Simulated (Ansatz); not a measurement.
```yaml
crystal:
  periodic: [false, false, false]
  atoms:
    - {symbol: Ge, position_ang: [-0.077676, -0.017865, -0.047152]}
    - {symbol: F, position_ang: [0.111992, 0.038540, 1.719201]}
    - {symbol: F, position_ang: [1.697586, 0.057937, -0.722137]}
    - {symbol: F, position_ang: [-0.960448, 1.301228, -0.547819]}
    - {symbol: F, position_ang: [-0.798179, -1.458949, -0.515898]}
basis:
  gaussian: {orbitals: x2c-TZVPPall}
hamiltonian: {xc: {name: rPW86-PBE}}
scf: {omitted_lower_state_checks: [starts]}
output: {forces: true}
```

```sh
$ ansatz run in.yaml --threads 4 --pin off --events-out ev --progress --plain --max-ram 3916MiB
```

It prints (some lines left out):

```
Functional definition: rPW86-PBE
1004 factors; their error is unknown
mean field evaluation 1: about -68030.1350 eV, gradient 8.1e1 eV
mean field evaluation 2: about -67987.8625 eV, gradient 1.9e2 eV
mean field evaluation 4: about -68038.2323 eV, gradient 1.4e1 eV
mean field evaluation 8: about -68038.5258 eV, gradient 2.3e-1 eV
mean field evaluation 16: about -68038.5187 eV, gradient 8.0e-4 eV
mean field -68038.51870011 eV, -2500.3694440648 hartree, gradient 3.8e-5 eV, S^2 0.000000; 0 other end points of the search recorded, 0 dependent functions left out
reference -68038.51877353 eV, -2500.3694467627 hartree; 34, 34 occupied and 138, 138 virtual orbitals, 1004 factors
Total energy: -68038.51877353 eV, -2500.3694467627 hartree
Relativity: scalar
Atom 0 at    -0.077676    -0.017865    -0.047152 Å, force     4.799533    -0.121945     1.375169 eV/Å
Atom 1 at     0.111992     0.038540     1.719201 Å, force    -0.221716    -0.070613    -1.160856 eV/Å
Atom 2 at     1.697586     0.057937    -0.722137 Å, force    -2.857744    -0.108248     0.934108 eV/Å
Atom 3 at    -0.960448     1.301228    -0.547819 Å, force    -1.061024     1.581815    -0.689613 eV/Å
Atom 4 at    -0.798179    -1.458949    -0.515898 Å, force    -0.659049    -1.281009    -0.458807 eV/Å
Dipole moment:    -0.237692    -0.004889    -0.056615 e Å
Checks for a lower state left out: starts
```

Run time 2.4 s (4 threads of Arm Neoverse V2 on a shared host).

DK, ANO-RCC and x2c sets are all-electron and run with scalar relativity unless a key says otherwise.
